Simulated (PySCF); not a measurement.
Dipole moment and polarisability of `C=C[Si]1(O[SiH3])CCC1`

C5H12OSi2.
Numbering: `[CH2:1]=[CH:2][Si:3]1([O:4][SiH3:5])[CH2:6][CH2:7][CH2:8]1` (hydrogens: H9, H10 on C1; H11 on C2; H12, H13, H14 on Si5; H15, H16 on C6; H17, H18 on C7; H19, H20 on C8)

Structure used (PBE0-D3(BJ)/def2-SVP), in Å, numbered top down from 1:
```
atom  x, y, z in Å
C1    -1.499    2.554   -0.306
C2    -0.530    1.865   -0.920
Si3    0.138    0.245   -0.293
O4     1.797    0.337   -0.338
Si5    3.207   -0.513   -0.162
C6    -0.739   -0.426    1.236
C7    -1.626   -1.230    0.243
C8    -0.702   -1.289   -1.006
H9    -1.896    3.491   -0.712
H10   -1.941    2.215    0.638
H11   -0.125    2.266   -1.859
H12    3.029   -1.929   -0.613
H13    4.265    0.134   -0.991
H14    3.636   -0.516    1.268
H15   -0.074   -1.100    1.801
H16   -1.262    0.219    1.956
H17   -1.952   -2.214    0.616
H18   -2.537   -0.657    0.008
H19   -0.037   -2.167   -0.962
H20   -1.201   -1.278   -1.985
```

Level: B3LYP/def2-SVPD (PySCF), static field, nuclei fixed, core orbitals frozen in the response. The polarisability tensor in these axes (au):

```
x   121.53  -7.01  -5.16
y    -7.01 115.43  -1.24
z    -5.16  -1.24  99.94
```

**Question.** What are the eigenvalues, a third of the trace, and Δα (Δα² = ½Σ(αi − αj)² over the three pairs)?

**Answer.** Principal values 98.27, 111.99 and 126.64 au; mean 112.30 au = 16.64 Å³ = 18.52 × 10⁻⁴⁰ C²·m²/J; Δα = 24.57 au (22 % of the mean).

**Question.** What is the dipole moment, and where does it point?

**Answer.** (-0.66, -0.06, 0.02) D, 0.67 D in size, pointing from the negative to the positive side. Measured along this direction, the outermost atoms are H13 at the negative end and H18 at the positive end.

**Question.** Find the Langevin capture rate constant for NO+ (29.998 u) meeting this molecule (144.043 u), k = 2.342 × 10⁻⁹ cm³/s × √(α in Å³ / reduced mass in u).

**Answer.** The reduced mass is 24.83 u, so k = 1.92 × 10⁻⁹ cm³/s. The formula leaves out the permanent dipole, which adds to the capture rate.

**Question.** What molar refraction does this α imply?

**Answer.** Lorentz–Lorenz: R = (4π/3)N_A α = 2.5225 cm³/(mol·Å³) × 16.64 Å³ = 42.0 cm³/mol, in the limit of long wavelengths.

**Question.** What are the principal values of the traceless quadrupole moment, Θ = ½Σq(3rr − r²1), about the centre of nuclear charge?

**Answer.** -4.34, 0.13, 4.21 D·Å. The values depend on the origin, since the dipole doesn't vanish. The electronic extent ⟨r²⟩ about the same centre is 1652 bohr², a root-mean-square distance of 2.44 Å for the 78 electrons.

**Question.** Directions of the eigenvectors, and the extent of the frame along each?

**Answer.** Largest value along (0.85, -0.51, -0.14), where the nuclei span 6.98 Å; middle along (0.46, 0.84, -0.28), 5.31 Å; least along (0.26, 0.18, 0.95), 4.50 Å. The response follows the extents in order.

**Question.** Sum over states: ᾱ = Σ f/ω², ω in Eh. What share falls to these 10 lowest TDDFT singlets (eV, f)? 5.67, 0.0028; 5.97, 0.0434; 6.66, 0.0300; 6.69, 0.0064; 7.00, 0.2116; 7.02, 0.0173; 7.08, 0.0444; 7.27, 0.0024; 7.32, 0.0573; 7.38, 0.0227.

**Answer.** They add up to 6.82 au, 6.1 % of the 112.30 au; the largest single term is 3.19 au, from the state at 7.00 eV. Terms in order: 0.07, 0.90, 0.50, 0.11, 3.19, 0.26, 0.66, 0.03, 0.79, 0.31 au. Higher excitations give the rest. The strengths listed sum to 0.438.

One conformer (not necessarily the lowest) at the PBE0-D3(BJ)/def2-SVP geometry, without solvent, vibrations or thermal averaging.
